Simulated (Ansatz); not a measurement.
Basis sets compared for HgF₂. Total charge 0; singlet. Geometry PBE0-D4/def2-TZVP. Ansatz on 4 threads of Intel Xeon Platinum 8488C on a shared host; times are rough, and most runs start from earlier orbitals.

```xyz
3

Hg    0.0000    0.0000    0.0000
F     0.8294    1.1963    1.2479
F    -0.8294   -1.1963   -1.2480
```

In the def2 sets Hg takes a core potential; there is no spin–orbit coupling.

Binding counts from free atoms (Hg singlet, F doublet) in the same basis, without a counterpoise term.

```tsv
level	functions	energy (Eh)	HOMO (eV)	LUMO (eV)	binding per atom (eV)	wall time
PBE-D4/def2-SVP	60	-352.8430	-7.85	-3.18	1.92	0.25 s
PBE-D4/def2-TZVP	105	-353.1111	-8.30	-3.44	1.96	0.4 s
r2SCAN-D4/def2-TZVP	105	-353.2445	-8.72	-3.22	1.86	0.7 s
PBE0-D4/def2-SVP	60	-352.7944	-9.86	-2.16	1.69	0.35 s
PBE0-D4/def2-TZVP	105	-353.0608	-10.24	-2.37	1.76	0.45 s
```

Question: Estimate the rows for PBE-D4/def2-TZVPD, r2SCAN-D4/def2-TZVPD, PBE0-D4/def2-TZVPD.

Answer: 
```tsv
level	functions	energy (Eh)	HOMO (eV)	LUMO (eV)	binding per atom (eV)	wall time
PBE-D4/def2-TZVPD	126	-353.1155	-8.40	-3.51	1.98	0.45 s
r2SCAN-D4/def2-TZVPD	126	-353.2484	-8.78	-3.26	1.88	0.9 s
PBE0-D4/def2-TZVPD	126	-353.0648	-10.30	-2.44	1.78	0.55 s
```
